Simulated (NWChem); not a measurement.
All runs are NWChem calculations. System: HGe (+1), charge 1, spin multiplicity 1, at a geometry optimised with PBE0/def2-SVP. The structure started from a generated list of species.

The NWChem input:

```
start mol
memory heap 200 mb stack 900 mb global 1100 mb
charge 1
geometry units angstroms nocenter noautoz noautosym
  Ge     0.000000     0.000000     0.048235
  H      0.000000     0.000000    -1.543507
end
basis spherical
  * library def2-svp
end
dft
  xc pbe0
  semidirect memsize 60000000 filesize 0
  iterations 100
  convergence nolevelshifting
  cdft 1 1 charge -1.0 pop lowdin
end
task dft energy
```

The output up to the point where the run's verdict is printed (cleaned and shortened):

```
             Northwest Computational Chemistry Package (NWChem) 7.3.0
             --------------------------------------------------------

                                NWChem Input Module
                                -------------------

 Scaling coordinates for geometry "geometry" by  1.889725989
 (inverse scale =  0.529177249)

                             Geometry "geometry" -> ""
                             -------------------------

 Output coordinates in angstroms (scale by  1.889725989 to convert to a.u.)

  No.       Tag          Charge          X              Y              Z
 ---- ---------------- ---------- -------------- -------------- --------------
    1 Ge                  32.0000     0.00000000     0.00000000     0.04823500
    2 H                    1.0000     0.00000000     0.00000000    -1.54350700

 Effective nuclear repulsion energy (a.u.)      10.6384526940

            Nuclear Dipole moment (a.u.)
            ----------------------------
        X                 Y               Z
 ---------------- ---------------- ----------------
     0.0000000000     0.0000000000     0.0000245664


 Summary of "ao basis" -> "" (spherical)
 ------------------------------------------------------------------------------
       Tag                 Description            Shells   Functions and Types
 ---------------- ------------------------------  ------  ---------------------
 *                          def2-svp                  on all atoms

                                 NWChem DFT Module
                                 -----------------

 Summary of "ao basis" -> "ao basis" (spherical)
 ------------------------------------------------------------------------------
       Tag                 Description            Shells   Functions and Types
 ---------------- ------------------------------  ------  ---------------------
 Ge                         def2-svp                12       32   5s4p3d
 H                          def2-svp                 3        5   2s1p

 Summary of "ao basis" -> "ao basis" (spherical)
 ------------------------------------------------------------------------------
[...]
       Tag                 Description            Shells   Functions and Types
 ---------------- ------------------------------  ------  ---------------------
 Ge                         def2-svp                12       32   5s4p3d
 H                          def2-svp                 3        5   2s1p

            General Information
            -------------------
          SCF calculation type: DFT
          Wavefunction type:  closed shell.
          No. of atoms     :     2
          No. of electrons :    32
           Alpha electrons :    16
            Beta electrons :    16
          Charge           :     1
          Spin multiplicity:     1
          Use of symmetry is: off; symmetry adaption is: off
          Maximum number of iterations: 100
          AO basis - number of functions:    37
                     number of shells:    15
          Convergence on energy requested:  1.00D-06
          Convergence on density requested:  1.00D-05
          Convergence on gradient requested:  5.00D-04

              XC Information
              --------------
                         PBE0 Method XC Functional
                     Hartree-Fock (Exact) Exchange  0.250
          PerdewBurkeErnzerhof Exchange Functional  0.750
            Perdew 1991 LDA Correlation Functional  1.000 local
           PerdewBurkeErnz. Correlation Functional  1.000 non-local

             Grid Information
             ----------------
          Grid used for XC integration:  medium
          Radial quadrature: Mura-Knowles
          Angular quadrature: Lebedev.
          Tag              B.-S. Rad. Rad. Pts. Rad. Cut. Ang. Pts.
          ---              ---------- --------- --------- ---------
          Ge                  1.25      112           7.0       590
          H                   0.35       45           7.0       434
          Grid pruning is: on
          Number of quadrature shells:   157
          Spatial weights used:  Erf1

          Convergence Information
          -----------------------
          Convergence aids based upon iterative change in
          total energy or number of iterations.
          Levelshifting, if invoked, occurs when the
          HOMO/LUMO gap drops below (HL_TOL):  1.00D-02
          DIIS, if invoked, will attempt to extrapolate
          using up to (NFOCK): 10 stored Fock matrices.

                    Damping( 0%)  Levelshifting(0.0)       DIIS
                  --------------- ------------------- ---------------
          dE  on:    start             N/A                start
          dE off:    2 iters           N/A              100 iters

      Screening Tolerance Information
      -------------------------------
          Density screening/tol_rho:  1.00D-10
          AO Gaussian exp screening on grid/accAOfunc:  14
          CD Gaussian exp screening on grid/accCDfunc:  20
          XC Gaussian exp screening on grid/accXCfunc:  20
          Schwarz screening/accCoul:  1.00D-08

      Superposition of Atomic Density Guess
      -------------------------------------

 Sum of atomic energies:       -2075.54276938

 Renormalizing density from      33.00 to     32

      Non-variational initial energy
      ------------------------------

 Total energy =   -2036.598950
 1-e energy   =   -2827.865332
 2-e energy   =     780.627929
 HOMO         =      -0.683128
 LUMO         =      -0.495332

------------------------------------------------------------
EAF file 0: "./mol.aoints.0" size=524288 bytes
------------------------------------------------------------
               write      read    awrite     aread      wait
               -----      ----    ------     -----      ----
     calls:        1         0         0         0         0
   data(b): 5.24e+05  0.00e+00  0.00e+00  0.00e+00
   time(s): 0.00e+00  0.00e+00  0.00e+00  0.00e+00  0.00e+00
rate(mb/s): 0.00e+00  0.00e+00
------------------------------------------------------------
```

The program stopped with an error. NWChem stopped with the message: CDFT: multipliers go over limit.
